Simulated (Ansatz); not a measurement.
`C/C=C\CCC` + `[NH2][GeH]([F])[Cl]` → `C[NH][GeH]([F])[Cl]` + `C/C=C\CC`  (substitution at a C–C bond)

Program: Ansatz. Geometries: PBE0-D4/def2-TZVP. ΔE: electronic, gas phase. CCSD(T)/CBS adds triple-zeta CCSD(T) − MP2 to the extrapolated MP2 energy (def2 sets, frozen cores). Double bonds are as drawn, so ΔE can hold a change between cis and trans. DFT in def2-TZVPP. B3LYP here is the variant with VWN-RPA as its local correlation; programs differ in this. For Ge outer-core shells are correlated without core-valence functions, which leaves a few kJ/mol of doubt a bond. Scalar relativity is left out up to krypton. One conformer a species, not always the lowest.

```json
{"level": "LDA (SPW92)", "ΔE (kJ/mol)": "41.6", "difference from CCSD(T)/CBS": "-1.3"}
{"level": "revPBE-D4", "ΔE (kJ/mol)": "38.7", "difference from CCSD(T)/CBS": "-4.2"}
{"level": "PBE0-D4", "ΔE (kJ/mol)": "40.5", "difference from CCSD(T)/CBS": "-2.4"}
{"level": "BHLYP-D4", "ΔE (kJ/mol)": "38.5", "difference from CCSD(T)/CBS": "-4.4"}
{"level": "PBE-QIDH", "ΔE (kJ/mol)": "42.5", "difference from CCSD(T)/CBS": "-0.4"}
{"level": "PBE0", "ΔE (kJ/mol)": "38.8", "difference from CCSD(T)/CBS": "-4.1"}
{"level": "B3LYP", "ΔE (kJ/mol)": "34.6", "difference from CCSD(T)/CBS": "-8.3"}
{"level": "HF/def2-TZVPP", "ΔE (kJ/mol)": "34.7", "difference from CCSD(T)/CBS": "-8.2"}
{"level": "CCSD/def2-TZVPP", "ΔE (kJ/mol)": "41.5", "difference from CCSD(T)/CBS": "-1.4"}
{"level": "CCSD/CBS(def2)", "ΔE (kJ/mol)": "42.3", "difference from CCSD(T)/CBS": "-0.6"}
{"level": "CCSD(T)/CBS", "ΔE (kJ/mol)": "42.9", "difference from CCSD(T)/CBS": "0"}
```

Largest T1 diagnostic among the species: 0.011.

Leaving LDA and LC-ωPBE aside and taking each functional with its dispersion term where it has one, the values, not all of them listed here, spread over 7.5 kJ/mol, from BLYP-D4 to B97M-V. LDA lies +5.0 kJ/mol from PBE without D4. In def2-TZVPP, CCSD(T) changes the Hartree–Fock value by +7.4 kJ/mol (the triples alone add +0.6 kJ/mol) and MP2 by +10.7 kJ/mol. From BLYP to BHLYP (50 % exact exchange), in def2-TZVPP and without D4, ΔE moves by +5.1 kJ/mol.
